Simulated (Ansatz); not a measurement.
Relaxation of AlCl$_{2}$FGeH$_{4}$O$_{2}$ (11 atoms, charge 0, multiplicity 1), to a largest force component of 0.03 eV/Å in at most 50 steps.

Theory: RKS PBE/def2-SVP (Ansatz).

```xyz
11
Properties=species:S:1:pos:R:3:forces:R:3
Ge -0.114 0.066 0.011 0.03 0.30 0.08
O -0.552 -0.215 1.705 -0.02 -0.07 0.07
H -0.975 -1.098 1.781 0.02 0.04 -0.03
Cl 2.042 -0.076 -0.377 0.04 -0.01 0.01
Cl -0.979 1.781 -0.911 0.04 -0.04 0.04
F -0.736 -1.332 -0.830 0.00 -0.04 0.00
O 1.070 2.048 1.864 -0.50 -0.53 0.25
Al 2.754 1.602 1.678 0.04 0.03 -0.03
H 3.381 0.498 2.651 0.00 -0.01 0.01
H 3.610 2.607 0.787 -0.01 -0.01 0.00
H 0.513 1.546 2.509 0.37 0.35 -0.41
```

Question: Where does it end, and by what steps?

Answer: The forces met the threshold. After 12 steps the energy has fallen by 0.567 eV; O7 moved furthest, 0.64 Å. Joined: Ge1–O7 (2.96 → 1.98 Å).

```json
{"step": "0", "energy less start (eV)": "0.0000", "largest force component (eV/Å)": "0.528", "accepted": "yes"}
{"step": "1", "energy less start (eV)": "-0.0586", "largest force component (eV/Å)": "0.591", "accepted": "yes"}
{"step": "2", "energy less start (eV)": "-0.1872", "largest force component (eV/Å)": "1.315", "accepted": "yes"}
{"step": "3", "energy less start (eV)": "-0.3318", "largest force component (eV/Å)": "2.468", "accepted": "yes"}
{"step": "4", "energy less start (eV)": "-0.4930", "largest force component (eV/Å)": "0.509", "accepted": "yes"}
{"step": "5", "energy less start (eV)": "-0.5326", "largest force component (eV/Å)": "0.440", "accepted": "yes"}
{"step": "6", "energy less start (eV)": "-0.5483", "largest force component (eV/Å)": "0.126", "accepted": "yes"}
{"step": "7", "energy less start (eV)": "-0.5548", "largest force component (eV/Å)": "0.082", "accepted": "yes"}
{"step": "8", "energy less start (eV)": "-0.5586", "largest force component (eV/Å)": "0.157", "accepted": "yes"}
{"step": "9", "energy less start (eV)": "-0.5639", "largest force component (eV/Å)": "0.109", "accepted": "yes"}
{"step": "10", "energy less start (eV)": "-0.5656", "largest force component (eV/Å)": "0.033", "accepted": "yes"}
{"step": "11", "energy less start (eV)": "-0.5664", "largest force component (eV/Å)": "0.045", "accepted": "yes"}
{"step": "12", "energy less start (eV)": "-0.5668", "largest force component (eV/Å)": "0.021", "accepted": "yes"}
```

```xyz
11
Properties=species:S:1:pos:R:3
Ge -0.002 0.285 0.368
O -0.873 -0.240 1.841
H -1.424 -1.016 1.615
Cl 2.279 -0.074 -0.306
Cl -0.808 1.878 -0.833
F -0.397 -1.140 -0.604
O 0.970 1.465 1.632
Al 2.829 1.462 1.380
H 3.532 0.694 2.590
H 3.357 2.787 0.677
H 0.553 1.326 2.508
```

Whether the end is a true minimum wasn't checked by a vibrational analysis.

Run time: 29 s on 4 threads of Arm Neoverse V2, with other jobs on the host, peak memory 0.24 GiB.
